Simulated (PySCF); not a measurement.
**Broadened absorption spectrum of C5H14P2**

Species: C₅H₁₄P₂.
Cartesian coordinates in Å at the PBE0-D3(BJ)/def2-SVP level; atoms count from 1:
```xyz
21
C5H14P2 angstrom
C      2.8680   -0.0036    0.8620
P      1.6868   -1.4232    0.7297
C      0.8028   -0.9848   -0.8599
C     -0.0002    0.3105   -0.7712
P     -0.9341    0.5303    0.8276
C     -2.0257    1.9315    0.3115
C     -2.1312   -0.8699    0.6984
H      3.3620    0.2472   -0.0893
H      2.3140    0.8752    1.2254
H      3.6361   -0.2425    1.6124
H      2.5912   -2.3597    0.1345
H      1.5154   -0.9273   -1.6990
H      0.1300   -1.8323   -1.0734
H     -0.6936    0.3861   -1.6280
H      0.6783    1.1784   -0.8400
H     -2.7593    2.1350    1.1062
H     -1.4175    2.8397    0.1814
H     -2.5655    1.7271   -0.6282
H     -1.6009   -1.8163    0.8824
H     -2.6288   -0.9152   -0.2847
H     -2.8990   -0.7641    1.4799
```

The calculation used TDDFT PBE0/def2-SVPD, vertical, gas phase, core orbitals frozen in the response in PySCF.

Computed states:

```json
{"state": "S1", "E (eV)": "5.57", "f": "0.124"}
{"state": "S2", "E (eV)": "5.70", "f": "0.027"}
{"state": "S3", "E (eV)": "5.83", "f": "0.049"}
{"state": "S4", "E (eV)": "6.25", "f": "0.028"}
{"state": "S5", "E (eV)": "6.37", "f": "0.015"}
{"state": "S6", "E (eV)": "6.59", "f": "0.084"}
{"state": "S7", "E (eV)": "6.72", "f": "0.045"}
{"state": "S8", "E (eV)": "6.79", "f": "0.054"}
{"state": "S9", "E (eV)": "6.88", "f": "0.046"}
{"state": "S10", "E (eV)": "6.91", "f": "0.042"}
```

Broadening: Gaussians 0.3 eV wide at half height, area fixed by f = 4.319×10⁻⁹ ∫ε dν̃. The width is an assumption, not a result. The curve ends short of the highest state used, and states not computed would add to its high-energy end.

**Question.** What does the envelope look like, and where are its maxima?

**Answer.** 
| λ (nm) | ε (L mol⁻¹ cm⁻¹) |
| --- | --- |
| 196.6 | 4141 |
| 197.9 | 3784 |
| 199.2 | 3353 |
| 200.5 | 2844 |
| 201.8 | 2342 |
| 203.1 | 1973 |
| 204.4 | 1856 |
| 205.7 | 2067 |
| 207.0 | 2618 |
| 208.3 | 3461 |
| 209.6 | 4508 |
| 210.9 | 5665 |
| 212.2 | 6860 |
| 213.5 | 8065 |
| 214.8 | 9281 |
| 216.1 | 10504 |
| 217.4 | 11679 |
| 218.7 | 12688 |
| 220.0 | 13366 |
| 221.3 | 13548 |
| 222.6 | 13132 |
| 223.9 | 12122 |
| 225.2 | 10629 |
| 226.5 | 8842 |
| 227.7 | 7118 |
| 229.0 | 5350 |
| 230.3 | 3819 |
| 231.6 | 2591 |
| 232.9 | 1673 |
| 234.2 | 1030 |
| 235.5 | 605 |
| 236.8 | 340 |
| 238.1 | 183 |
| 239.4 | 94 |
| 240.7 | 46 |
| 242.0 | 22 |

Maxima: 221 nm (5.61 eV), ε about 14000, made up of S1 (79%) and S2 (14%) (ε in L mol⁻¹ cm⁻¹; maxima over ε = 5, shares over 10%). At its high-energy end, 6.31 eV, the curve is still rising (ε about 4200, from S4, S5 and S6).

**Question.** What would ε be at 5.61 eV, the highest of these maxima, with half the width (0.15 eV)?

**Answer.** About 20700 L mol⁻¹ cm⁻¹ against 13600, a factor of about 1.5; a lone state at its own centre would give exactly 2.

**Question.** On this curve, what absorbance would a 10⁻⁵ mol/L sample give at 222 nm over a 1 cm path?

**Answer.** 222 nm is 5.585 eV, where ε is about 13000 L mol⁻¹ cm⁻¹, so A = ε c l ≈ 0.13 (Beer–Lambert, with the gas-phase spectrum and the assumed width).

**Question.** Coming from long wavelengths, where does ε first pass 100 L mol⁻¹ cm⁻¹?

**Answer.** At about 239 nm (5.18 eV), 0.39 eV below S1.

All these states lie below the vertical ionisation energy of 7.72 eV (ΔSCF).

One conformer stands for the species.

Without π bonds the low states may be Rydberg-like; a valence basis with one diffuse set may place them up to an eV too high.
